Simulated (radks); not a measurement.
Results of a calculation; reference values are marked as such.
Species: Ca4+. Configuration: [Ne] 3s2 3p4.

Level of theory: Dirac Kohn-Sham, relativistic LDA (MacDonald-Vosko exchange, VWN5 correlation), spin-unpolarised, spherical densities, finite nucleus; open shells fill j = l - 1/2 first; Fermi nuclear charge, rms radius 3.4776 fm (a radial shooting solver on a logarithmic mesh with Libxc functionals).

Energy parts (eV):
| part | energy |
|---|---|
| total | -18319.023 |
| kinetic | 18432.722 |
| electron-nucleus | -42692.885 |
| Hartree | 6818.918 |
| exchange-correlation | -877.778 |

Orbitals (lengths in bohr, moments of r in powers of bohr; <r^-3> diverges for s and p1/2; r(max) is where P^2 peaks):
| orbital | occ. | eigenvalue (eV) | r(max) | <r^-3> | <r> | <r^2> | small-component weight |
|---|---|---|---|---|---|---|---|
| 1s1/2 | 2 | -3989.252 | 0.05046 | - | 0.07710 | 0.007995 | 5.07e-03 |
| 2s1/2 | 2 | -470.0871 | 0.3008 | - | 0.3650 | 0.1578 | 8.54e-04 |
| 2p1/2 | 2 | -394.6796 | 0.2449 | - | 0.3259 | 0.1315 | 8.36e-04 |
| 2p3/2 | 4 | -390.9937 | 0.2469 | 184.5 | 0.3284 | 0.1334 | 8.29e-04 |
| 3s1/2 | 2 | -97.2346 | 0.9692 | - | 1.098 | 1.381 | 1.88e-04 |
| 3p1/2 | 2 | -77.7207 | 0.9992 | - | 1.156 | 1.553 | 1.66e-04 |
| 3p3/2 | 2 | -77.2508 | 1.005 | 23.64 | 1.162 | 1.568 | 1.65e-04 |

The highest occupied level is 3p3/2 at -77.251 eV. Summed over all electrons, <r^2> = 10.13 bohr^2, which gives a Langevin (diamagnetic) susceptibility term of -8.02 x 10^-6 cm^3/mol. The density falls to 0.001 e/bohr^3 at r = 2.65 bohr.
